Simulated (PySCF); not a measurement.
Fe²⁺: interval between two levels

Fe²⁺ [Ar] 3d6 [5D4, M_J = 4] → Fe²⁺ [Ar] 3d5 4p1 [7P4, M_J = 4], as a difference of total energies. All numbers are calculated (PySCF 2.14, the two-component X2C-1e Hamiltonian, in x2c-SVPall-2c with one added diffuse shell each of s, d type (6s5p4d1f, 48 functions)). Correlated levels: [Ne] frozen; the 6 highest virtual spinors dropped. "Screened" scales the spin-orbit matrix elements by Boettger's factors to mimic the two-electron term; Breit and QED terms are absent.

| method | interval between two levels (cm⁻¹) |
| --- | --- |
| GHF (spin-free) | 72131 |
| GMP2 (spin-free) | 79972 |
| GHF (screened spin-orbit) | 72781 |
| GMP2 (screened spin-orbit) | 80633 |

The labels give the starting determinants; with spin-orbit coupling the two ends relaxed to ⟨J²⟩ = 20.01, ⟨L²⟩ = 6.01, ⟨S²⟩ = 6.00 and ⟨J²⟩ = 20.00, ⟨L²⟩ = 2.00, ⟨S²⟩ = 12.00.
